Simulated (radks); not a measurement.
Question: Coherent X-ray form factor from a spherical all-electron density. All-electron calculation, scalar-relativistic Kohn-Sham, BLYP, spin-polarised, spherical densities, finite nucleus; Fermi nuclear charge, rms radius of each element as measured or else 0.836 A^(1/3) + 0.57 fm. Program: a radial shooting solver on a logarithmic mesh with Libxc functionals.

sin(theta)/lambda (1/angstrom)  f0 (electrons)
0.05                                    53.624
0.1                                     52.536
0.15                                    50.843
0.2                                     48.697
0.25                                    46.267
0.3                                     43.707
0.4                                     38.662
0.5                                     34.133
0.6                                     30.257
0.8                                     24.273
1                                       20.214
1.25                                    16.991
1.5                                     14.763
2                                       11.034

The species is in the configuration that NIST lists as its ground one. Which atom or ion scatters so?

Answer: The samarium ion Sm8+, [Kr] 4d10 4f4 5s2 5p2. Extrapolating in s^2 from the first two rows gives f0(0) = 54.0, near the electron count 54; among species with that count, the fall with angle is slower the higher Z, and the table is that of Z = 62; from so few rows the species is fixed only to a neighbour or two.
